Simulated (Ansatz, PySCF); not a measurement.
Species: SnH4 (charge 0, singlet). 
Structure (B3LYP-D3(BJ)/def2-TZVP (Ansatz, a first-principles code) minimum search):
```
Sn
H 1 1.7085
H 1 1.7085 2 109.47
H 1 1.7085 2 109.47 3 120.00
H 1 1.7085 2 109.47 4 120.00
```

Property: atomisation energy (electronic, to ground-state atoms), in kcal/mol. Cores are frozen in the correlated levels unless marked. Open shells are spin-unrestricted. No spin-orbit coupling. The frozen core is the preceding noble-gas configuration, with the filled d and f shells of earlier blocks. In def2 rows, elements after Kr have scalar-relativistic effective core potentials. The coupled-cluster limit lacks core correlation, which all-electron functionals hold. CBS(X,Y): correlation extrapolated as X^-3; Hartree-Fock from the larger set. [CCSD(T)-MP2]/basis is that difference in the basis named.

```tsv
level	program	atomisation energy (kcal/mol)	minus last row	rough core time
B3LYP-D3(BJ)/def2-TZVPD	Ansatz + dftd3	260.5	-0.2	under 20 s
MN15-D3(BJ)/def2-TZVPD	PySCF + dftd3	256.2	-4.5	-
CAM-B3LYP/def2-TZVPD	Ansatz	261.9	1.2	under 20 s
B2PLYP-D4/def2-TZVPD	Ansatz + dftd4	254.4	-6.3	under 20 s
MP2/def2-SVPD	Ansatz	233.5	-27.2	-
CCSD/CBS(def2-TZVPPD,def2-QZVPPD)	Ansatz	259.6	-1.1	-
RI-MP2/CBS(def2-TZVPP,def2-QZVPP)+[CCSD(T)-MP2]/def2-TZVPP	Ansatz	261.7	1.0	under 20 s
RI-MP2/CBS(def2-TZVPPD,def2-QZVPPD)+[CCSD(T)-MP2]/def2-TZVPPD	Ansatz	261.6	0.9	under 20 s
CCSD(T)/CBS(def2-TZVPP,def2-QZVPP)	Ansatz	260.9	0.2	29 s
CCSD(T)/CBS(def2-TZVPPD,def2-QZVPPD)	Ansatz	260.7	0.0	30 s
```

Core times are rough, on shared machines, summed over the molecules involved; a dash marks a level read off another run, or run on other hardware, by another program or under a memory cap.
